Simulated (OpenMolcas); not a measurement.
# Cr III: effect of the IPEA shift

- Program: OpenMolcas 26.06
- Basis: ANO-RCC-VTZP [6s5p3d2f1g]
- Scalar Hamiltonian: DKH2, point nucleus
- Active space: 4 electrons in 5 orbitals (3d)
- State averaging: 2S+1 = 5 even, 5 roots; 2S+1 = 3 even, 45 roots kept (CI in the orbitals of an earlier block); 2S+1 = 1 even, 50 roots kept (CI in the orbitals of an earlier block)
- Spin-orbit coupling: RASSI with atomic mean-field integrals over the reference wave functions, term energies averaged over their components

Methods on the same reference wave functions:
A. CASSCF
B. MS-CASPT2, IPEA 0 Eh, imaginary shift 0.1 Eh (closed shells correlated: 3s 3p)
C. MS-CASPT2, IPEA 0.25 Eh, imaginary shift 0.1 Eh (closed shells correlated: 3s 3p)

Energies in cm⁻¹ above 3d⁴ ⁵D₀, the measured ground level; measured values from Sugar and Corliss, J. Phys. Chem. Ref. Data 6, 317 (1977).

```csv
Level,A,B,C,Measured
3d⁴ ⁵D₀,0.0,0.0,0.0,0.0
3d⁴ ⁵D₁,64.9,66.1,65.9,62.2
3d⁴ ⁵D₂,193,196,195,183
3d⁴ ⁵D₃,380,383,383,357
3d⁴ ⁵D₄,621,624,624,576
3d⁴ ³H₄,20208,17760,18190,17274
3d⁴ ³H₅,20343,17900,18330,17397
3d⁴ ³H₆,20498,18060,18490,17531
3d⁴ ³P₀(1),21950,16600,17400,16771
3d⁴ ³P₁(1),22340,17000,17800,17169
3d⁴ ³P₂(1),23058,17720,18520,17851
3d⁴ ³F₂(1),23266,18600,19360,18452
3d⁴ ³F₃(1),23319,18660,19420,18511
3d⁴ ³F₄(1),23400,18750,19510,18583
3d⁴ ³G₃,25537,21230,21790,20704
3d⁴ ³G₄,25702,21400,21950,20853
3d⁴ ³G₅,25853,21560,22110,20996
3d⁴ ¹I₆,30392,27380,27520,26015
3d⁴ ¹G₄(1),32053,26520,26890,25139
3d⁴ ³D₃,33070,26180,26980,25726
3d⁴ ³D₂,33126,26240,27040,25781
3d⁴ ³D₁,33182,26300,27100,25848
3d⁴ ¹S₀(1),37320,27960,28900,27372
3d⁴ ¹D₂(1),39985,33770,34070,32152
```

Deviations, from unrounded energies. A percentage is the sum of absolute deviations over the sum of measured energies, with the sign that they share, or ± where signs differ.

```json
{"Against measurement": "mean absolute deviation (cm-1)", "Levels": "23", "A": "4500", "B": "460", "C": "930"}
{"Against measurement": "fine structure of the ground term (%)", "Levels": "4", "A": "+6.8", "B": "+7.7", "C": "+7.6"}
{"Against measurement": "other terms of the ground configuration (%)", "Levels": "19", "A": "+25.5", "B": "±2.5", "C": "+5.2"}
```

B lies closest to measurement on these levels and A furthest from it. The largest miss of B in the table is 3d⁴ ¹D₂(1), by +1600 cm-1. The ranking rests on the paired levels alone, and a cruder setting can come out closer through cancelling errors.

Between B and C the level of the table that moves most is 3d⁴ ¹S₀(1), by 940 cm-1 (lowest in B, highest in C). Moves below CASPT2's spread within the term are not significant.

The mean deviations of B to C differ by less than CASPT2's widest spread within a term (1400 cm-1), so their order carries little weight.

From A to B the spin-free energies of the other terms of 3d⁴ shown, above ⁵D, scale by factors of 0.75 to 0.90, as is usual when dynamic correlation screens the repulsion within a d or f shell.

The lowest spin-free term lies below A's lowest term by 0.392 hartree in B, 0.382 hartree in C.

CASPT2 does not keep the components of a term degenerate, so their means are used; among the terms shown or strongly mixed into the levels shown the widest spread is 1400 cm-1 (3d⁴ ¹I, C). Terms from blocks run as CI alone lack orbitals of their own. The CASPT2 spread within a term exceeds the gap to the next term for 3d⁴ ³D and 3d⁴ ¹G(1), 3d⁴ ¹I and 3d⁴ ¹S(1), so the order of their levels is uncertain (figures for B; the like holds for C). Without dynamic correlation excited terms often stand tens of per cent too high (terms of higher spin than the ground term too low), and those without a measured partner can miss by more than the paired ones (holds for A). Measured partners are found by configuration, term and J. A level has none where our copy of the source lacks it or the pairing is in doubt (some pairs that miss far off the trend of their configuration count as doubtful), and it then counts in no deviation. Levels of configurations outside the active space are missing. The table leaves out levels that lie high or whose names do not pair safely across all columns.

A number in round brackets counts repeated terms of one configuration in the order of the reference energies.
